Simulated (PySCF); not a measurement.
**Atomic charges by several schemes**

C6H16N2Si.
Structure used (GFN2-xTB), in Å, numbered top down from 1:
```
atom  x, y, z in Å
C1     2.3713    0.9715   -1.2138
C2     2.5186   -0.1280   -0.2147
N3     1.6453   -0.6158    0.5358
Si4   -0.0302   -0.2715    0.8249
C5    -0.1827    1.2594    1.9418
C6    -0.6463   -1.8325    1.7317
N7    -0.8836    0.0627   -0.6572
C8    -2.1964    0.6627   -0.6674
C9    -0.6958   -0.8246   -1.7793
H10    1.3340    1.2827   -1.2846
H11    2.9880    1.8138   -0.9019
H12    2.7320    0.6414   -2.1868
H13    3.5282   -0.5442   -0.1402
H14   -0.0978    2.1839    1.3805
H15   -1.1258    1.2724    2.4768
H16    0.6106    1.2475    2.6807
H17   -0.5331   -2.7159    1.1103
H18   -0.0944   -2.0074    2.6488
H19   -1.6979   -1.7454    1.9902
H20   -2.9934   -0.0890   -0.5980
H21   -2.2924    1.3495    0.1678
H22   -2.3379    1.2180   -1.5999
H23   -0.8094   -0.2691   -2.7154
H24   -1.4243   -1.6454   -1.7803
H25    0.3022   -1.2524   -1.7408
```

Density: PBE0/pcSseg-1 (PySCF); schemes: Mulliken, IAO, Hirshfeld and ESP-fitted. Geometry: GFN2-xTB, one conformer, isolated molecule.

Question: Atoms with like bonding are taken together and averaged. At which atom do the 4 schemes differ most?

Answer: At Si4: from +0.448 (Hirshfeld) to +1.272 e (ESP-fitted), 0.824 e apart.

Question: Do the Mulliken, IAO, Hirshfeld and ESP-fitted schemes agree on where the charge is lowest?

Answer: The schemes don't all agree: Mulliken N7 (-0.815); IAO C5/C6 (-0.740); Hirshfeld N3 (-0.252); ESP-fitted N3 (-0.865).

Question: Do the Mulliken, IAO, Hirshfeld and ESP-fitted schemes agree on where the charge is highest?

Answer: All schemes agree: Mulliken Si4 (+1.140); IAO Si4 (+1.244); Hirshfeld Si4 (+0.448); ESP-fitted Si4 (+1.272).

Question: Give the atomic charges in each scheme.

Answer: In e; atoms taken as equivalent share a row and are averaged (×n: the atom named and its like, n in all):

```tsv
atom	environment	Mulliken	IAO	Hirshfeld	ESP-fitted
C1	methyl carbon	-0.293	-0.470	-0.123	-0.481
C2	C=N carbon	+0.056	+0.088	+0.074	+0.550
N3	C=N nitrogen	-0.583	-0.560	-0.252	-0.865
Si4	four-coordinate silicon	+1.140	+1.244	+0.448	+1.272
C5/C6	Si-methyl carbon	-0.633	-0.740	-0.224	-0.793
N7	silicon-bound nitrogen	-0.815	-0.518	-0.177	-0.268
C8/C9	N-methyl carbon	-0.087	-0.296	-0.072	-0.361
H10/H11/H12	methyl hydrogen	+0.138	+0.159	+0.048	+0.119
H13	hydrogen on a C=N carbon	+0.088	+0.122	+0.036	-0.014
H14 (×6)	methyl hydrogen	+0.132	+0.153	+0.038	+0.170
H20 (×6)	methyl hydrogen	+0.107	+0.129	+0.036	+0.123
```

Mean size of the charges over all atoms: ESP-fitted 0.315 e, IAO 0.290 e, Mulliken 0.251 e, Hirshfeld 0.092 e. Each set sums to the total charge, 0, to within 0.001 e. The IAO scheme counts the electrons in orthogonalised intrinsic atomic orbitals, a minimal basis polarised so that it spans the occupied orbitals exactly.

Some averages cover members that differ in this geometry: C8/C9, ESP-fitted -0.478 to -0.244; H20 (×6), ESP-fitted +0.083 to +0.163; H14 (×6), ESP-fitted +0.144 to +0.189; C5/C6, Mulliken -0.651 to -0.614 e.

Question: Sum the charges by element, for elements with more than one atom.

Answer: 
```
element  atoms  Mulliken     IAO  Hirshfeld  ESP-fitted
      C      6    -1.677  -2.453     -0.641      -2.238
      N      2    -1.398  -1.078     -0.429      -1.133
      H     16    +1.935  +2.287     +0.622      +2.100
```

Question: How many electrons does the ESP-fitted scheme count on C5?

Answer: Its own charge is -0.801 e, so Z − q = 6.801.
